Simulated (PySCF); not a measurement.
C5H7F, SMILES C=C(/C=C/C)F.

Geometry optimised at PBE0-D3(BJ)/def2-SVP. One conformer was computed; it need not be the lowest.

All values below come from M06-2X/def2-TZVP in PySCF.

Isolated molecule, no solvent.

### Question
Estimate the frontier levels, gap, dipole moment and polarisability. (The exact figures need the calculation; the answer reports its results.)

### Answer

```json
{
  "highest_occupied_level": "-7.77 eV",
  "lowest_empty_level": "0.01 eV",
  "orbital_gap": "7.78 eV",
  "dipole_moment": "1.63 D",
  "quadrupole, principal values (traceless, Buckingham form, about the centre of nuclear charge)": "-5.11, -1.09, 6.21 D·Å",
  "mean_static_polarisability": "66.7 bohr³ (9.88 Å³)",
  "polarisability_principal_values": "41.1, 53.3, 105.7 bohr³"
}
```
